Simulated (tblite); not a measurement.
A geometry optimisation, step by step.

C5H10B2F2.
SMILES with atom numbers: `[BH2:1][CH2:2][BH:3][C@@H:4]1[CH2:5][C@H:6]1[CH:7]([F:8])[F:9]` (hydrogens: H10, H11 on B1; H12, H13 on C2; H14 on B3; H15 on C4; H16, H17 on C5; H18 on C6; H19 on C7)

Computed with GFN2-xTB (tblite), gas phase: L-BFGS steps from a force-field or distance-geometry start until the largest atomic force falls under 0.01 eV/Å. 6 of its 202 geometries are shown.

Step 0: E = -753.2334 eV, largest atomic force 1.317 eV/Å
```
atom  x, y, z in Å  |  force x, y, z in eV/Å
B1      3.325    0.249    0.202   -0.360   0.178  -0.329
C2      1.945    0.447   -0.593   -0.175   0.188   0.954
B3      1.020   -0.823   -0.343    0.156   0.276   0.374
C4     -0.392   -0.653    0.393    0.091  -0.326  -0.265
C5     -1.581   -1.279   -0.321    0.153   0.336   0.206
C6     -1.403    0.234   -0.318   -0.104  -0.573   0.455
C7     -2.360    0.998    0.595    0.594  -0.076  -0.724
F8     -3.532    1.241   -0.078    0.493   0.268   0.568
F9     -1.784    2.199    0.954   -0.721  -0.505  -0.188
H10     3.629    1.028    1.039   -0.094  -0.297  -0.207
H11     4.031   -0.651   -0.062   -0.065   0.142   0.028
H12     2.155    0.543   -1.666    0.005  -0.068   0.339
H13     1.441    1.364   -0.212    0.302  -0.483  -0.600
H14     1.379   -1.895   -0.680   -0.137   0.187  -0.001
H15    -0.453   -0.682    1.512    0.172   0.157  -1.138
H16    -2.374   -1.672    0.356    0.622   0.067  -1.128
H17    -1.363   -1.743   -1.310   -0.558   0.069   1.191
H18    -1.098    0.672   -1.290   -0.429   0.032   0.992
H19    -2.596    0.431    1.532    0.056   0.427  -0.529
```

Step 40: E = -753.6034 eV, largest atomic force 0.062 eV/Å
```
atom  x, y, z in Å  |  force x, y, z in eV/Å
B1      3.306    0.286    0.250   -0.001   0.004  -0.001
C2      1.968    0.443   -0.550    0.005   0.003   0.001
B3      1.057   -0.820   -0.358   -0.011  -0.002  -0.042
C4     -0.378   -0.674    0.265   -0.001  -0.062   0.005
C5     -1.615   -1.303   -0.309    0.006  -0.013   0.007
C6     -1.462    0.191   -0.326   -0.014  -0.025  -0.020
C7     -2.319    1.008    0.593    0.026   0.000   0.011
F8     -3.501    1.345    0.009    0.021  -0.013   0.006
F9     -1.718    2.188    0.902   -0.002   0.036   0.007
H10     3.492    0.910    1.222   -0.021  -0.024  -0.006
H11     4.124   -0.468   -0.114   -0.031   0.021   0.002
H12     2.223    0.444   -1.613    0.017   0.004   0.024
H13     1.436    1.362   -0.311    0.007   0.032  -0.017
H14     1.446   -1.881   -0.672   -0.017   0.001  -0.004
H15    -0.347   -0.649    1.353   -0.010   0.006   0.024
H16    -2.355   -1.728    0.353    0.017   0.001   0.011
H17    -1.534   -1.823   -1.252    0.004   0.017   0.006
H18    -1.282    0.682   -1.274    0.026   0.001  -0.005
H19    -2.549    0.497    1.542   -0.020   0.014  -0.007
```

Step 80: E = -753.6287 eV, largest atomic force 0.066 eV/Å
```
atom  x, y, z in Å  |  force x, y, z in eV/Å
B1      3.034    0.280    0.449    0.005   0.040  -0.020
C2      1.966    0.433   -0.692   -0.008   0.029   0.040
B3      1.025   -0.825   -0.661   -0.007   0.047  -0.005
C4     -0.291   -0.711    0.184   -0.012   0.019   0.038
C5     -1.596   -1.368   -0.153   -0.016   0.001   0.008
C6     -1.449    0.114   -0.337    0.010   0.005   0.000
C7     -2.154    1.054    0.593   -0.013  -0.006  -0.002
F8     -3.359    1.434    0.090    0.002   0.004  -0.012
F9     -1.450    2.210    0.754   -0.005  -0.034  -0.020
H10     2.743    0.485    1.563   -0.050  -0.001   0.005
H11     4.129   -0.037    0.198    0.042  -0.049  -0.016
H12     2.454    0.546   -1.659   -0.008  -0.060   0.001
H13     1.359    1.316   -0.487    0.049   0.018   0.006
H14     1.286   -1.809   -1.238    0.018   0.013  -0.043
H15    -0.109   -0.568    1.247   -0.022   0.013   0.011
H16    -2.232   -1.712    0.649   -0.002  -0.018   0.005
H17    -1.653   -1.977   -1.042    0.006   0.013   0.002
H18    -1.379    0.508   -1.343   -0.013  -0.017  -0.033
H19    -2.334    0.635    1.594    0.024  -0.016   0.034
```

Step 121: E = -753.6963 eV, largest atomic force 0.071 eV/Å
```
atom  x, y, z in Å  |  force x, y, z in eV/Å
B1      3.029   -0.025    0.573    0.009   0.003  -0.004
C2      2.222    0.444   -0.686   -0.010  -0.002  -0.015
B3      0.942   -0.449   -0.906    0.011   0.005   0.022
C4     -0.222   -0.409    0.127   -0.027  -0.020  -0.016
C5     -1.391   -1.365    0.047    0.019   0.042  -0.012
C6     -1.591    0.057   -0.351    0.001  -0.047   0.022
C7     -2.365    0.976    0.548    0.000  -0.019  -0.003
F8     -3.637    1.135    0.099   -0.010   0.013   0.006
F9     -1.825    2.225    0.570   -0.012  -0.005  -0.023
H10     2.738    0.367    1.638    0.004  -0.056  -0.044
H11     3.924   -0.772    0.460   -0.038   0.028  -0.007
H12     2.833    0.450   -1.587    0.032  -0.008   0.020
H13     1.854    1.455   -0.506   -0.006   0.020   0.025
H14     0.832   -1.121   -1.861    0.004   0.017   0.014
H15     0.007   -0.060    1.128    0.009  -0.019   0.011
H16    -1.833   -1.710    0.970   -0.017   0.017   0.008
H17    -1.398   -2.101   -0.742    0.039  -0.008   0.023
H18    -1.708    0.291   -1.400   -0.025   0.017  -0.019
H19    -2.422    0.622    1.590    0.018   0.021  -0.006
```

Step 161: E = -753.7423 eV, largest atomic force 0.054 eV/Å
```
atom  x, y, z in Å  |  force x, y, z in eV/Å
B1      3.093   -0.514    0.398   -0.011  -0.013   0.001
C2      2.344    0.510   -0.524    0.028   0.021   0.007
B3      0.948   -0.115   -0.887    0.016   0.016   0.016
C4     -0.221   -0.050    0.132   -0.019  -0.009   0.007
C5     -1.185   -1.215    0.262    0.012   0.011   0.003
C6     -1.655    0.050   -0.361   -0.015  -0.011   0.000
C7     -2.610    0.929    0.389   -0.012   0.034  -0.007
F8     -3.899    0.546    0.186    0.028  -0.017  -0.005
F9     -2.543    2.215   -0.050    0.015  -0.003   0.003
H10     2.845   -0.559    1.541    0.008  -0.002  -0.027
H11     3.881   -1.254   -0.049   -0.013   0.016   0.000
H12     2.915    0.733   -1.424   -0.002   0.000   0.022
H13     2.173    1.431    0.035    0.011   0.008  -0.001
H14     0.783   -0.648   -1.916   -0.009  -0.046  -0.026
H15    -0.048    0.475    1.065    0.001   0.000   0.020
H16    -1.537   -1.469    1.251   -0.011   0.017  -0.019
H17    -1.042   -2.068   -0.382    0.008  -0.007  -0.002
H18    -1.815    0.070   -1.431   -0.034  -0.005  -0.001
H19    -2.436    0.942    1.477   -0.001  -0.010   0.007
```

Step 201: E = -753.7461 eV, largest atomic force 0.009 eV/Å
```
atom  x, y, z in Å  |  force x, y, z in eV/Å
B1      3.147   -0.494    0.341    0.008  -0.002   0.003
C2      2.314    0.555   -0.473   -0.001  -0.003   0.002
B3      0.956   -0.153   -0.832   -0.007   0.001   0.005
C4     -0.236   -0.088    0.160   -0.003   0.006   0.001
C5     -1.224   -1.234    0.267    0.003  -0.004  -0.001
C6     -1.657    0.038   -0.369    0.001  -0.001   0.002
C7     -2.603    0.944    0.362   -0.001  -0.001  -0.002
F8     -3.897    0.613    0.105    0.004   0.002  -0.005
F9     -2.466    2.231   -0.052   -0.005  -0.001   0.008
H10     3.018   -0.571    1.502    0.001  -0.003   0.000
H11     3.878   -1.225   -0.206   -0.001   0.008  -0.001
H12     2.839    0.846   -1.381    0.002   0.000  -0.003
H13     2.119    1.438    0.134    0.005  -0.005  -0.004
H14     0.839   -0.754   -1.831   -0.002   0.000  -0.003
H15    -0.081    0.441    1.096   -0.004  -0.001   0.001
H16    -1.610   -1.478    1.245    0.001   0.004   0.004
H17    -1.079   -2.090   -0.372    0.001  -0.004  -0.001
H18    -1.800    0.059   -1.441    0.001   0.002   0.000
H19    -2.469    0.930    1.456   -0.002   0.002  -0.006
```

Problem. Summarise the path.

Solution. The energy falls by 11.82 kcal/mol from step 0 to step 201; nine tenths of that is first reached at step 120. It falls at every step. The largest force goes from 1.317 to 0.009 eV/Å. Among the bonds B3–C4 changes most, from 1.601 to 1.553 Å; the atoms move by 0.952 Å rms after alignment.

Problem. Follow the three bonds and two angles with the largest change from start to end.

Solution. 
```csv
step,E above end (kcal/mol),largest force (eV/Å),B3–C4 (Å),C5–C6 (Å),B1–C2 (Å),H16–C5–H17 (°),C7–C6–H18 (°)
0,11.82,1.317,1.601,1.523,1.604,122.2,119.9
9,3.89,0.115,1.574,1.503,1.567,113.0,113.0
17,3.62,0.076,1.573,1.502,1.564,114.0,112.6
26,3.47,0.052,1.574,1.502,1.567,113.4,112.3
35,3.36,0.052,1.572,1.502,1.566,113.7,112.3
44,3.26,0.052,1.571,1.502,1.567,113.6,112.8
52,3.16,0.048,1.570,1.501,1.566,113.4,113.4
61,3.01,0.050,1.572,1.501,1.569,113.6,112.6
70,2.92,0.042,1.570,1.501,1.567,113.6,112.4
79,2.72,0.059,1.570,1.500,1.570,113.7,112.2
87,2.47,0.124,1.567,1.496,1.567,113.3,113.3
96,2.24,0.094,1.561,1.493,1.567,113.5,113.2
105,2.01,0.062,1.559,1.494,1.564,113.7,112.7
114,1.53,0.166,1.560,1.488,1.563,113.7,112.6
122,1.14,0.063,1.557,1.489,1.568,113.7,113.1
131,0.90,0.087,1.554,1.488,1.566,113.9,113.0
140,0.70,0.050,1.554,1.486,1.565,114.0,112.9
149,0.50,0.214,1.551,1.486,1.565,114.1,111.9
157,0.17,0.078,1.552,1.486,1.565,114.2,113.0
166,0.05,0.024,1.553,1.486,1.568,113.8,112.9
175,0.04,0.014,1.553,1.487,1.568,113.9,112.8
184,0.03,0.019,1.553,1.486,1.568,113.9,112.6
192,0.01,0.023,1.552,1.486,1.568,114.0,113.0
201,0.00,0.009,1.553,1.486,1.568,113.9,112.8
```

What follows is the cost of the whole relaxation. Hardware: one thread of an Intel Xeon at 2.50 GHz, on a shared host. Cost: 4.0 s.
